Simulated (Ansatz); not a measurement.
**Molecular dynamics of CH5BClN**

The input (input.yaml):

```yaml
crystal:
  periodic: [false, false, false]
  atoms:
    - { symbol: B, position_ang: [-0.008953, -0.090489, 0.108276] }
    - { symbol: "N", position_ang: [0.013144, 0.10216, 1.487872] }
    - { symbol: H, position_ang: [-0.87886, 0.378423, 1.960563] }
    - { symbol: H, position_ang: [0.820769, 0.122831, 2.146571] }
    - { symbol: Cl, position_ang: [1.513539, -0.453304, -0.785528] }
    - { symbol: C, position_ang: [-1.302374, -0.022146, -0.752142] }
    - { symbol: H, position_ang: [-1.695568, -1.099696, -0.864439] }
    - { symbol: H, position_ang: [-2.158216, 0.581387, -0.402068] }
    - { symbol: H, position_ang: [-1.158623, 0.304424, -1.801343] }
basis:
  gaussian: { orbitals: STO-3G }
hamiltonian:
  xc: pbe
md:
  timestep: 0.5
  n_steps: 100
  ensemble: nve
  temperature: 400.0
  initial_velocities: maxwell_boltzmann
  seed: 433642
  masses: [{ species: H, mass: 3.016 }]
```

Launched with:

```bash
$ ansatz run input.yaml --threads 1 --pin off --max-ram 2048MiB --backend cpu --events-out ev --progress --plain --runs-dir out
```

It goes on from the last frame of an earlier run, with new velocities.

Output, in part (one step line in 4, the closing report, with atoms numbered from 0):

```
md step     0: t =     0.00 fs  T =   400.0 K  F+E_penalty+E_count = -15622.76702798 eV  E_kin = 0.361928 eV  conserved = -15622.40509998 eV  (22 SCF iters)
md step     4: t =     2.00 fs  T =   444.8 K  F+E_penalty+E_count = -15622.80769979 eV  E_kin = 0.402496 eV  conserved = -15622.40520402 eV  (25 SCF iters)
md step     8: t =     4.00 fs  T =   415.8 K  F+E_penalty+E_count = -15622.78139618 eV  E_kin = 0.376264 eV  conserved = -15622.40513230 eV  (24 SCF iters)
md step    12: t =     6.00 fs  T =   330.1 K  F+E_penalty+E_count = -15622.70361285 eV  E_kin = 0.298705 eV  conserved = -15622.40490827 eV  (24 SCF iters)
md step    16: t =     8.00 fs  T =   248.7 K  F+E_penalty+E_count = -15622.62968411 eV  E_kin = 0.225057 eV  conserved = -15622.40462685 eV  (24 SCF iters)
md step    20: t =    10.00 fs  T =   240.9 K  F+E_penalty+E_count = -15622.62260988 eV  E_kin = 0.217956 eV  conserved = -15622.40465426 eV  (20 SCF iters)
md step    24: t =    12.00 fs  T =   303.8 K  F+E_penalty+E_count = -15622.67970920 eV  E_kin = 0.274844 eV  conserved = -15622.40486514 eV  (26 SCF iters)
md step    28: t =    14.00 fs  T =   381.8 K  F+E_penalty+E_count = -15622.75053789 eV  E_kin = 0.345477 eV  conserved = -15622.40506055 eV  (25 SCF iters)
md step    32: t =    16.00 fs  T =   422.4 K  F+E_penalty+E_count = -15622.78729648 eV  E_kin = 0.382190 eV  conserved = -15622.40510605 eV  (25 SCF iters)
md step    36: t =    18.00 fs  T =   411.9 K  F+E_penalty+E_count = -15622.77770375 eV  E_kin = 0.372656 eV  conserved = -15622.40504768 eV  (25 SCF iters)
md step    40: t =    20.00 fs  T =   361.2 K  F+E_penalty+E_count = -15622.73192220 eV  E_kin = 0.326850 eV  conserved = -15622.40507254 eV  (26 SCF iters)
md step    44: t =    22.00 fs  T =   273.6 K  F+E_penalty+E_count = -15622.65241936 eV  E_kin = 0.247526 eV  conserved = -15622.40489323 eV  (19 SCF iters)
md step    48: t =    24.00 fs  T =   198.6 K  F+E_penalty+E_count = -15622.58426424 eV  E_kin = 0.179663 eV  conserved = -15622.40460150 eV  (19 SCF iters)
md step    52: t =    26.00 fs  T =   203.5 K  F+E_penalty+E_count = -15622.58884384 eV  E_kin = 0.184116 eV  conserved = -15622.40472802 eV  (19 SCF iters)
md step    56: t =    28.00 fs  T =   259.1 K  F+E_penalty+E_count = -15622.63949178 eV  E_kin = 0.234456 eV  conserved = -15622.40503602 eV  (19 SCF iters)
md step    60: t =    30.00 fs  T =   290.5 K  F+E_penalty+E_count = -15622.66792204 eV  E_kin = 0.262876 eV  conserved = -15622.40504651 eV  (20 SCF iters)
md step    64: t =    32.00 fs  T =   292.1 K  F+E_penalty+E_count = -15622.66915599 eV  E_kin = 0.264300 eV  conserved = -15622.40485611 eV  (19 SCF iters)
md step    68: t =    34.00 fs  T =   305.7 K  F+E_penalty+E_count = -15622.68147028 eV  E_kin = 0.276587 eV  conserved = -15622.40488376 eV  (20 SCF iters)
md step    72: t =    36.00 fs  T =   327.0 K  F+E_penalty+E_count = -15622.70090373 eV  E_kin = 0.295906 eV  conserved = -15622.40499812 eV  (20 SCF iters)
md step    76: t =    38.00 fs  T =   330.1 K  F+E_penalty+E_count = -15622.70361722 eV  E_kin = 0.298675 eV  conserved = -15622.40494257 eV  (26 SCF iters)
md step    80: t =    40.00 fs  T =   325.3 K  F+E_penalty+E_count = -15622.69918219 eV  E_kin = 0.294302 eV  conserved = -15622.40487998 eV  (21 SCF iters)
md step    84: t =    42.00 fs  T =   325.7 K  F+E_penalty+E_count = -15622.69963423 eV  E_kin = 0.294665 eV  conserved = -15622.40496874 eV  (25 SCF iters)
md step    88: t =    44.00 fs  T =   312.2 K  F+E_penalty+E_count = -15622.68751427 eV  E_kin = 0.282511 eV  conserved = -15622.40500322 eV  (25 SCF iters)
md step    92: t =    46.00 fs  T =   280.2 K  F+E_penalty+E_count = -15622.65833106 eV  E_kin = 0.253489 eV  conserved = -15622.40484202 eV  (26 SCF iters)
md step    96: t =    48.00 fs  T =   265.2 K  F+E_penalty+E_count = -15622.64473649 eV  E_kin = 0.239917 eV  conserved = -15622.40481985 eV  (20 SCF iters)
md step   100: t =    50.00 fs  T =   274.7 K  F+E_penalty+E_count = -15622.65344335 eV  E_kin = 0.248526 eV  conserved = -15622.40491737 eV  (22 SCF iters)
Total energy: -15622.65346687 eV, -574.1219254924 hartree
Atom 0 at    -0.115834    -0.145796     0.011388 Å, force     2.873484     0.483653     0.603705 eV/Å
Atom 1 at     0.068638     0.024007     1.387663 Å, force    -1.527810     0.174578     0.405457 eV/Å
Atom 2 at    -0.722902     0.235757     2.028225 Å, force    -0.551089     0.071271     0.164717 eV/Å
Atom 3 at     0.942551     0.023582     1.948082 Å, force     0.668388    -0.209024    -0.406402 eV/Å
Atom 4 at     1.576936    -0.400940    -0.701838 Å, force    -0.624756    -0.128806    -0.539031 eV/Å
Atom 5 at    -1.425036    -0.013673    -0.800793 Å, force    -1.441121    -0.914985     0.111056 eV/Å
Atom 6 at    -2.106364    -0.833922    -0.443277 Å, force     0.252014     0.170811    -0.481814 eV/Å
Atom 7 at    -2.013662     0.896446    -0.572787 Å, force     0.357842     0.249582    -0.152851 eV/Å
Atom 8 at    -1.301446    -0.122521    -1.898242 Å, force    -0.006952     0.102921     0.295165 eV/Å
Dipole moment:    -0.460919     0.113669     0.575166 e Å
```

All steps were run. The conserved energy stayed within 0.057 meV per atom of its start (net change 0.02 meV per atom), so the integration is sound. A run of 0.05 ps of so small a system gives no equilibrium averages. Limits of this set-up: minimal basis.

The same pairs are bonded in the first frame and the last. Pairs count as bonded within 1.25 times the sum of covalent radii (0.12 Å more for H–H).

Last frame:

```xyz
9
Properties=species:S:1:pos:R:3
B -0.116 -0.146 0.011
N 0.069 0.024 1.388
H -0.723 0.236 2.028
H 0.943 0.024 1.948
Cl 1.577 -0.401 -0.702
C -1.425 -0.014 -0.801
H -2.106 -0.834 -0.443
H -2.014 0.896 -0.573
H -1.301 -0.122 -1.898
```

The run took 2.2 min on 1 thread of Arm Neoverse V1, on a shared host, peak memory 0.083 GiB.
